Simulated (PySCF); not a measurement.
(OMe)2Sn(OSiH2)2O, C₂H₁₀O₅Si₂Sn.
Z-matrix (Å and degrees, PBE0-D3(BJ)/def2-SVP geometry), rows numbered from 1:
```
Sn
O   1  1.9519
C   2  1.4089  1  119.45
O   1  1.9517  2  108.51  3  -168.29
C   4  1.4087  1  119.48  2  -177.36
O   1  1.9715  2  109.93  3   -45.31
Si  6  1.6596  1  128.55  2   121.37
O   7  1.6603  6  109.01  1    -2.87
Si  8  1.6596  7  140.97  6     3.61
O   9  1.6595  8  109.02  7    -1.26
H   3  1.1059  2  112.48  1   -66.79
H   3  1.1053  2  112.72  1    56.06
H   3  1.1015  2  107.51  1   174.80
H   5  1.1054  4  112.47  1   -64.81
H   5  1.1053  4  112.68  1    58.11
H   5  1.1014  4  107.47  1   176.75
H   7  1.4880  6  109.46  1  -121.74
H   7  1.4885  6  109.57  1   116.18
H   9  1.4884  8  108.68  7  -120.80
H   9  1.4882  8  108.93  7   118.00
```

Method: PySCF, TDDFT CAM-B3LYP/def2-SVPD, vertical, gas phase, core orbitals frozen in the response, def2 core potentials past Kr. Spin–orbit coupling is left out.

```csv
state,E (eV),ν̃ (cm⁻¹),f,"main configurations (H = HOMO, L = LUMO)"
S1,5.16,41620,0.0004,H-1→L (93%)
S2,5.43,43830,0.019,H-2→L (91%)
S3,5.88,47400,0.109,"H→L (68%), H-4→L (20%)"
S4,6.04,48700,0.0019,H-3→L (86%)
S5,6.29,50750,0.119,H-5→L (93%)
S6,6.36,51260,0.019,"H-4→L (69%), H→L (17%)"
S7,6.68,53910,0.063,H-7→L (90%)
S8,6.87,55370,0.020,H-6→L (90%)
S9,7.17,57820,0.0088,H-8→L (84%)
S10,7.56,60990,0.020,"H→L+1 (63%), H→L+3 (14%)"
```

Triplets (Tamm–Dancoff): T1 4.75 eV, H-1→L (89%); T2 4.94 eV, H-2→L (88%); T3 5.13 eV, H-4→L (50%), H→L (38%); T4 5.47 eV, H-5→L (85%).

The lowest singlet comes at 240 nm (498 kJ/mol) in the ultraviolet; it is dark (f under 0.0005); its leading configuration is HOMO-1→LUMO (93%). The most intense listed level is S5 at 6.29 eV (197 nm, f = 0.119), 1.13 eV above S1. Löwdin shares by element: HOMO silicon 24%, oxygen 16% or more, hydrogen 9% or more (atoms not listed hold the other 52%); LUMO oxygen 43% or more, tin 26% (atoms not listed hold the other 31%). Weighted by f, the mean energy of these states is 6.31 eV. Of the 10 states listed, 7 reach f = 0.01 and 1 stays under 0.0005. Singlets were solved by full linear response, triplets in the Tamm–Dancoff approximation.

One conformer stands for the species.
